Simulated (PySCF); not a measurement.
Isomers of C6H14O, one GFN2-xTB conformer each. Single-point energies are computed at PBE0/pcSseg-1 (PySCF, gas phase, no added dispersion term), electronic only.

```csv
SMILES,GFN2-xTB relative energy (kcal/mol)
CCCCCCO,2.4
COCCC(C)C,4.1
CCCOCCC,3.8
CCC(CC)CO,3.0
CC(C)OC(C)C,0.0
COCC(C)(C)C,1.4
CCOCC(C)C,2.4
CCC(CC)OC,3.9
CCO[C@H](C)CC,2.2
```

Conformers: `[CH3:1][CH2:2][CH2:3][CH2:4][CH2:5][CH2:6][OH:7]` with C1–C2–C3–C4 180°, C2–C3–C4–C5 180°, C3–C4–C5–C6 180°, C4–C5–C6–O7 -179°, C5–C6–O7–H -56°; `[CH3:1][O:2][CH2:3][CH2:4][CH:5]([CH3:6])[CH3:7]` with C1–O2–C3–C4 179°, O2–C3–C4–C5 -64°, C3–C4–C5–C6 -72°; `[CH3:1][CH2:2][CH2:3][O:4][CH2:5][CH2:6][CH3:7]` with C1–C2–C3–O4 -179°, C2–C3–O4–C5 -164°, C3–O4–C5–C6 -70°, O4–C5–C6–C7 -172°; `[CH3:1][CH2:2][CH:3]([CH2:4][CH3:5])[CH2:6][OH:7]` with C1–C2–C3–C4 -73°, C2–C3–C4–C5 171°, C2–C3–C6–O7 -165°, C3–C6–O7–H 55°; `[CH3:1][CH:2]([CH3:3])[O:4][CH:5]([CH3:6])[CH3:7]` with C1–C2–O4–C5 -86°, C2–O4–C5–C6 153°; `[CH3:1][O:2][CH2:3][C:4]([CH3:5])([CH3:6])[CH3:7]` with C1–O2–C3–C4 180°; `[CH3:1][CH2:2][O:3][CH2:4][CH:5]([CH3:6])[CH3:7]` with C1–C2–O3–C4 -71°, C2–O3–C4–C5 -171°, O3–C4–C5–C6 -65°; `[CH3:1][CH2:2][CH:3]([CH2:4][CH3:5])[O:6][CH3:7]` with C1–C2–C3–C4 -168°, C2–C3–C4–C5 -63°, C2–C3–O6–C7 -162°; `[CH3:1][CH2:2][O:3][C@H:4]([CH3:5])[CH2:6][CH3:7]` with C1–C2–O3–C4 -169°, C2–O3–C4–C5 -75°, O3–C4–C6–C7 -66°.

Q: What does PBE0/pcSseg-1 give for the same structures?

A: 
```tsv
SMILES	PBE0/pcSseg-1 E (Eh)	PBE0/pcSseg-1 (kcal/mol)	GFN2-xTB (kcal/mol)	point group
CC(C)OC(C)C	-311.87842	0.0	0.0	C2
CCCCCCO	-311.87773	0.4	2.4	–
CCC(CC)CO	-311.87547	1.9	3.0	C1
CCO[C@H](C)CC	-311.87512	2.1	2.2	C1
CCOCC(C)C	-311.87133	4.4	2.4	C1
COCC(C)(C)C	-311.87078	4.8	1.4	Cs
CCC(CC)OC	-311.86912	5.8	3.9	C1
CCCOCCC	-311.86903	5.9	3.8	C1
COCCC(C)C	-311.86726	7.0	4.1	C1
```

Both levels put the same isomer lowest; measured from each level's own lowest isomer, the values differ by up to 3.4 kcal/mol (COCC(C)(C)C: 1.4 against 4.8). Neighbours under 2.5 kcal/mol apart (CC(C)OC(C)C and CCCCCCO; CCCCCCO and CCC(CC)CO; CCC(CC)CO and CCO[C@H](C)CC; CCO[C@H](C)CC and CCOCC(C)C; others) can change places with a better method, another conformer or zero-point energy.

Q: Which frontier levels, dipoles and rotational constants go with these structures?

A: 
```
       SMILES  HOMO (eV, PBE0/pcSseg-1)  LUMO (eV)  dipole (D)        A, B, C (MHz)
  CC(C)OC(C)C                     -7.11       1.40        1.23     4125, 1543, 1364
      CCCCCCO                     -7.58       1.39        1.78  12784, 729.7, 709.6
    CCC(CC)CO                     -7.46       1.34        1.66     3324, 1722, 1255
CCO[C@H](C)CC                     -7.23       1.55        1.14     3475, 1637, 1201
    CCOCC(C)C                     -7.25       1.53        1.17     5336, 1212, 1140
  COCC(C)(C)C                     -7.33       1.40        1.17     4257, 1539, 1526
    CCC(CC)OC                     -7.24       1.46        1.18     2825, 2114, 1405
      CCCOCCC                     -7.15       1.54        1.22   8537, 900.2, 854.7
    COCCC(C)C                     -7.29       1.48        1.17     5031, 1236, 1175
```
